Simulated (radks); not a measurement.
Question: Coherent X-ray form factor from a spherical all-electron density. All-electron calculation, non-relativistic Kohn-Sham, PBE, spin-polarised, spherical densities, point nucleus. Program: a radial shooting solver on a logarithmic mesh with Libxc functionals.

sin(theta)/lambda (1/angstrom)  f0 (electrons)
0.05                                    60.264
0.1                                     58.210
0.15                                    55.229
0.2                                     51.788
0.25                                    48.284
0.3                                     44.967
0.4                                     39.236
0.5                                     34.585
0.6                                     30.674
0.8                                     24.461
1                                       20.187
1.25                                    16.879
1.5                                     14.655
2                                       10.927

The species is in the configuration that NIST lists as its ground one. Which atom or ion scatters so?

Answer: The europium ion Eu2+, [Xe] 4f7. Extrapolating in s^2 from the first two rows gives f0(0) = 60.9, near the electron count 61; among species with that count, the fall with angle is slower the higher Z, and the table is that of Z = 63; from so few rows the species is fixed only to a neighbour or two.
